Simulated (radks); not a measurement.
Spherical jellium clusters: N electrons in a uniform positive sphere of charge N and radius rs N^(1/3), rs = 5.08 bohr. Calculated with a radial shooting solver with Libxc functionals: non-relativistic Kohn-Sham, PBE, spin-polarised, spherical densities. Levels are named by radial order and angular momentum (1s, 1p, 1d, 2s, ...), and open shells are averaged over m.

N = 8, configuration 1s2 1p6. This is the lowest configuration that the search found. Occupied and some empty levels:

level  occupation  eigenvalue (eV)  <r> (bohr)
1s              2          -3.4298       6.812
1p              6          -2.6706       8.025
1d              0          -1.7043       9.107
2s              0          -1.2315       8.634
1f              0         -0.63520       10.47

Energy (eV): total -14.4811, kinetic 8.7943, external -203.94, Hartree 101.44, exchange-correlation -23.623, background 102.85.

Electron density:

r (bohr)  n(r) (e/bohr^3)
0.730            0.001082
1.95             0.001352
3.17             0.001772
4.39             0.002172
5.61             0.002352
6.83             0.002167
8.05             0.001638
9.27            0.0009797
10.5            0.0004549
11.7            0.0001751
12.9           0.00006171
14.2           0.00002074
15.4            6.720e-06
